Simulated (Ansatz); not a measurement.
Geometry optimisation of `F/C=C/C=C(F)F`.

```yaml
crystal:
  periodic: [false, false, false]
  atoms:
    - {symbol: F, position_ang: [-0.830457, -2.892086, 0.185044]}
    - {symbol: C, position_ang: [-0.270255, -1.800134, -0.356150]}
    - {symbol: C, position_ang: [-0.308694, -0.600638, 0.261176]}
    - {symbol: C, position_ang: [0.287319, 0.596802, -0.293930]}
    - {symbol: C, position_ang: [0.263156, 1.798817, 0.316991]}
    - {symbol: F, position_ang: [-0.301404, 2.038009, 1.493886]}
    - {symbol: F, position_ang: [0.803821, 2.901749, -0.179328]}
    - {symbol: H, position_ang: [0.205860, -2.001962, -1.330673]}
    - {symbol: H, position_ang: [-0.820981, -0.540213, 1.234355]}
    - {symbol: H, position_ang: [0.796834, 0.560257, -1.267871]}
basis:
  gaussian: {orbitals: def2-TZVP}
hamiltonian: {xc: pbe0, dispersion: d4}
relax: {f_tol: 0.005, max_steps: 150}
```

```sh
$ ansatz run in.yaml --threads 4 --pin off --events-out ev --progress --plain
```

Shortened log:

```
Functional definition: PBE0
mean field -12338.35934115 eV, -453.4263425470 hartree, gradient 3.7e-5 eV, S^2 0.000000; 0 other end points of the search recorded, 0 dependent functions left out
relax step   1: F+E_penalty+E_count = -12338.50996127 eV  Δ(F+E_penalty+E_count) = +0.000e0 eV  max|allowed force component| = 8.797e-1 eV/Å  Δτ_max = 0.0000 Å  (32 SCF iters, accepted)
mean field -12338.41766163 eV, -453.4284857850 hartree, gradient 1.2e-5 eV, S^2 0.000000; 0 other end points of the search recorded, 0 dependent functions left out
relax step   2: F+E_penalty+E_count = -12338.56935394 eV  Δ(F+E_penalty+E_count) = -5.939e-2 eV  max|allowed force component| = 2.814e-1 eV/Å  Δτ_max = 0.0305 Å  (33 SCF iters, accepted)
mean field -12338.42186941 eV, -453.4286404180 hartree, gradient 1.2e-5 eV, S^2 0.000000; 0 other end points of the search recorded, 0 dependent functions left out
relax step   3: F+E_penalty+E_count = -12338.57385598 eV  Δ(F+E_penalty+E_count) = -4.502e-3 eV  max|allowed force component| = 2.420e-2 eV/Å  Δτ_max = 0.0096 Å  (33 SCF iters, accepted)
mean field -12338.42195049 eV, -453.4286433978 hartree, gradient 1.2e-5 eV, S^2 0.000000; 0 other end points of the search recorded, 0 dependent functions left out
relax step   4: F+E_penalty+E_count = -12338.57392613 eV  Δ(F+E_penalty+E_count) = -7.015e-5 eV  max|allowed force component| = 2.511e-2 eV/Å  Δτ_max = 0.0039 Å  (32 SCF iters, accepted)
mean field -12338.42200594 eV, -453.4286454354 hartree, gradient 1.2e-5 eV, S^2 0.000000; 0 other end points of the search recorded, 0 dependent functions left out
relax step   5: F+E_penalty+E_count = -12338.57397543 eV  Δ(F+E_penalty+E_count) = -4.931e-5 eV  max|allowed force component| = 8.095e-3 eV/Å  Δτ_max = 0.0014 Å  (33 SCF iters, accepted)
mean field -12338.42201117 eV, -453.4286456276 hartree, gradient 1.2e-5 eV, S^2 0.000000; 0 other end points of the search recorded, 0 dependent functions left out
relax step   6: F+E_penalty+E_count = -12338.57398699 eV  Δ(F+E_penalty+E_count) = -1.156e-5 eV  max|allowed force component| = 1.541e-3 eV/Å  Δτ_max = 0.0019 Å  (33 SCF iters, accepted)
mean field -12338.42201117 eV, -453.4286456276 hartree, gradient 1.2e-5 eV, S^2 0.000000; 1 other end points of the search recorded, 0 dependent functions left out
Total energy: -12338.57401105 eV, -453.4342315203 hartree
Atom 0 at    -0.822383    -2.862406     0.177646 Å, force     0.000069     0.000718     0.000047 eV/Å
Atom 1 at    -0.266638    -1.771590    -0.353174 Å, force     0.000665    -0.000013    -0.001349 eV/Å
Atom 2 at    -0.307645    -0.599414     0.266192 Å, force     0.000155    -0.000906    -0.000586 eV/Å
Atom 3 at     0.287316     0.590674    -0.291733 Å, force    -0.001203    -0.001494     0.001541 eV/Å
Atom 4 at     0.259806     1.771075     0.308222 Å, force     0.000240    -0.001325    -0.001337 eV/Å
Atom 5 at    -0.301426     2.016435     1.470308 Å, force    -0.000073     0.000634     0.000220 eV/Å
Atom 6 at     0.793206     2.867270    -0.178424 Å, force     0.000081     0.001028     0.000322 eV/Å
Atom 7 at     0.199880    -1.965751    -1.312739 Å, force    -0.000508     0.000655     0.001044 eV/Å
Atom 8 at    -0.807165    -0.536199     1.226720 Å, force    -0.000180     0.000244     0.000905 eV/Å
Atom 9 at     0.790247     0.550508    -1.249517 Å, force     0.000754     0.000460    -0.000808 eV/Å
Dipole moment:     0.119031     0.004510    -0.220135 e Å
```

It took 27 s on 4 threads of a server CPU on a shared host, with 0.62 GiB of host memory at the peak.
